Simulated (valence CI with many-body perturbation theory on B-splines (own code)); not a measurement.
## From CI to CI+MBPT in Yb56+

Calculated by valence CI with perturbative core correlation (CI+MBPT): four valence electrons over a frozen Dirac-Fock core [Ne], radial functions for each j: 11 s, 11 p, 9 d, 7 f, 5 g, 2 h, 1 i, with the one-electron correlation potential Σ1 (screened to all orders), the two-electron term Σ2, the three-electron term Σ3, Breit, model QED; selected single and double excitations, second order for the rest (own B-spline code, finite nucleus).

The last digits are not significant, and no measured levels were compared; by estimate large intervals hold to a few tenths of a per cent, small ones and those within an open d or f shell to about a per cent.

Each rung adds one term. CI alone is the Dirac-Coulomb CI over the frozen core; QED comes last and gives the full result, which names the levels. Energies are above (3s^2 3p1/2^2) J=0 on the same rung, in Ry.

Levels are named by their leading jj configuration (3d3/2^4 stands for four electrons in 3d with j = 3/2), which in mixed levels can hold well under half, so a name can repeat and another be missing. Letters in brackets count levels of one name in rising energy.

| Level | CI alone | + Σ1 | + Σ2 | + Σ3 | + Breit | Full |
| --- | --- | --- | --- | --- | --- | --- |
| (3s^2 3p1/2 3p3/2) J=1 | 19.685 | 19.697 | 19.707 | 19.708 | 19.453 | 19.478 |
| (3s^2 3p1/2 3p3/2) J=2 | 20.365 | 20.377 | 20.383 | 20.384 | 20.098 | 20.123 |
| (3s 3p1/2^2 3p3/2) J=2 | 31.088 | 31.081 | 31.086 | 31.091 | 31.043 | 30.802 |
| (3s 3p1/2^2 3p3/2) J=1 | 33.032 | 33.025 | 33.012 | 33.015 | 32.947 | 32.736 |
| (3s^2 3p1/2 3d3/2) J=2 | 34.952 | 34.946 | 34.938 | 34.935 | 34.590 | 34.565 |
| (3s^2 3p1/2 3d3/2) J=1 | 37.905 | 37.899 | 37.843 | 37.833 | 37.562 | 37.500 |
| (3s^2 3p3/2^2) J=2 | 40.514 | 40.537 | 40.554 | 40.554 | 40.035 | 40.083 |
| (3s^2 3p1/2 3d5/2) J=2 | 40.955 | 40.959 | 40.931 | 40.924 | 40.486 | 40.467 |
| (3s^2 3p1/2 3d5/2) J=3 | 41.060 | 41.065 | 41.045 | 41.038 | 40.545 | 40.532 |
| (3s^2 3p3/2^2) J=0 | 41.889 | 41.912 | 41.925 | 41.923 | 41.436 | 41.485 |
| (3s 3p1/2^2 3d3/2) J=1 | 46.576 | 46.551 | 46.534 | 46.533 | 46.462 | 46.166 |
| (3s 3p1/2^2 3d3/2) J=2 | 47.095 | 47.070 | 47.051 | 47.048 | 46.954 | 46.658 |
| (3s 3p1/2 3p3/2^2) J=2 [a] | 50.257 | 50.261 | 50.279 | 50.283 | 49.996 | 49.783 |
| (3s 3p1/2 3p3/2^2) J=3 | 51.544 | 51.548 | 51.560 | 51.565 | 51.214 | 51.006 |
| (3s 3p1/2^2 3d5/2) J=3 | 52.306 | 52.291 | 52.260 | 52.256 | 52.017 | 51.734 |
| (3s 3p1/2 3p3/2^2) J=0 | 52.279 | 52.284 | 52.298 | 52.302 | 52.018 | 51.823 |
| (3s 3p1/2^2 3d5/2) J=2 | 53.249 | 53.234 | 53.200 | 53.193 | 52.976 | 52.689 |
| (3s 3p1/2 3p3/2^2) J=1 [a] | 53.316 | 53.320 | 53.317 | 53.320 | 52.998 | 52.809 |
| (3s 3p1/2 3p3/2^2) J=2 [b] | 53.386 | 53.391 | 53.385 | 53.388 | 53.013 | 52.848 |

**Question.** How does the ionisation energy move along the ladder, and which term matters most?

**Answer.** CI alone 5739.5, + Σ1 5740.7, + Σ2 5740.8, + Σ3 5740.5, + Breit 5732.3, + QED 5732.3 eV. The largest step is Breit, -8.2 eV. NIST lists 5731 ± 5 eV (theoretical).
